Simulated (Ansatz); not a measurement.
The first iterations of a band of BClH3NO + H3P (11 atoms, charge 0, multiplicity 1).

Method: RKS B3LYP/cc-pVDZ (Ansatz 0.2.0).

| Property | Result |
| --- | --- |
| movable images | 9 |
| climbing image | yes |
| spring | 5.0 eV/Å² |
| optimiser | quadratic models (default) |
| start path | through a guess of the saddle point |
| force threshold | 0.05 eV/Å |
| iteration limit | 60 |
| end points | relaxed |

Initial state:

```xyz
11
Properties=species:S:1:pos:R:3
B -0.081 -0.818 -0.464
O -0.245 -0.158 0.724
H -1.133 -0.273 1.088
N 1.137 -0.785 -1.144
H 1.935 -0.277 -0.782
H 1.290 -1.258 -2.024
Cl -1.465 -1.749 -1.173
P 0.265 3.507 2.376
H 1.640 3.358 2.760
H 0.596 4.163 1.143
H 0.208 2.209 1.769
```

Final state:

```xyz
11
Properties=species:S:1:pos:R:3
B 0.376 0.870 -0.335
O -0.645 -0.707 2.158
H -1.366 -0.641 1.513
N 1.414 0.038 -0.723
H 1.271 -0.774 -1.315
H 2.355 0.124 -0.358
Cl -1.264 0.578 -1.042
P 0.525 2.310 0.965
H 1.932 2.556 0.836
H 0.128 3.363 0.082
H -0.579 0.202 2.491
```

| iteration | highest image above the first end (eV) | largest band force component (eV/Å) |
| --- | --- | --- |
| 1 | 15.235 | 61.241 |
| 2 | 4.233 | 7.485 |
| 3 | 3.610 | 4.341 |
| 4 | 3.286 | 2.031 |
| 5 | 3.076 | 1.906 |
| 6 | 2.927 | 3.515 |
| 7 | 2.834 | 0.884 |
| 8 | 3.006 | 0.959 |
| 9 | 2.948 | 1.071 |
| 10 | 2.874 | 0.755 |

Problem. Does the band converge within its limit, and where does its top end?

Solution. The run converged. It ended after 32 iterations with the highest image 2.540 eV above the first end. The profile has 2 maxima (images 5, 9) with wells between them (image 7): this band takes more than one step, which may be the mechanism or a detour left from its start path. Neighbouring images differ by up to 2.4 eV, so the band resolves the path poorly. A vibrational analysis at the climbing image gives one clearly imaginary mode, 1216i cm⁻¹: a first-order saddle point. The orbitals stay closed-shell, which can raise the energy where a bond breaks towards radicals; this wasn't checked here.

The run took 7.6 min on 4 threads of Arm Neoverse V2 (shared host), peak memory 0.25 GiB.
